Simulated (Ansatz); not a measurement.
`O[SiH2][GeH3]` + `NBO` → `OBN[SiH2]O` + GeH₄  (cleavage of the Si–Ge bond)

Gas-phase electronic energies from Ansatz, PBE0-D4/def2-TZVP geometries. CCSD(T)/CBS is the MP2 limit (def2-TZVPP, def2-QZVPP) plus CCSD(T) − MP2 in def2-TZVPP, frozen cores. This one scheme is used for every species. DFT in def2-TZVPP. For Ge outer-core shells are correlated without core-valence functions, which leaves a few kJ/mol of doubt a bond. Scalar relativity is left out up to krypton. One conformer a species, not always the lowest.

| level | ΔE (kcal/mol) |
| --- | --- |
| ωB97X-V | -11.1 |
| ωB97M-V | -11.8 |
| RPA@PBE/def2-TZVPP | -11.9 |
| CCSD(T)/def2-SVP | -12.1 |

What does CCSD(T)/CBS give? (Best estimate.)

Computed: -11.5 kcal/mol. The listed levels differ from it by 0.4, -0.3, -0.4, -0.6 kcal/mol.

Largest T1 diagnostic among the species: 0.012.

From BLYP to BHLYP (50 % exact exchange), in def2-TZVPP and without D4, ΔE moves by −2.9 kcal/mol. In def2-TZVPP, CCSD(T) changes the Hartree–Fock value by +1.8 kcal/mol (the triples alone add −0.0 kcal/mol) and MP2 by +1.1 kcal/mol.
